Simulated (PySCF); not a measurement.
**W (tungsten, neutral) across methods**

[Xe] 4f14 5d6, high-spin 5D determinant (an excited configuration). Calculation: PySCF 2.14, in x2c-TZVPPall; scalar relativity by spin-free X2C-1e.

```csv
method,E (hartree),mean ε 4f β (eV),mean ε 5d α (eV),mean ε 5d β (eV),Σ⟨r²⟩ (bohr²),⟨S²⟩
UHF,-16138.05727,-45.951,-6.909,-3.166,64.47,6.046
M06-2X,-16144.93,-38.851,-5.193,-3.075,63.83,6.019
r2SCAN,-16143.43,-29.783,-3.204,-1.374,65.19,6.014
CAM-B3LYP,-16144.27,-34.791,-5.238,-3.320,65.03,6.011
PBE,-16143.35,-29.646,-3.170,-1.331,66.10,6.008
BP86,-16145.38,-29.850,-3.297,-1.581,66.07,6.010
LDA,-16133.00,-29.998,-3.307,-1.452,65.88,6.007
PBE0,-16143.11,-33.813,-4.147,-2.032,65.01,6.012
```

Spin-orbit coupling, absent here, splits the open shell strongly.
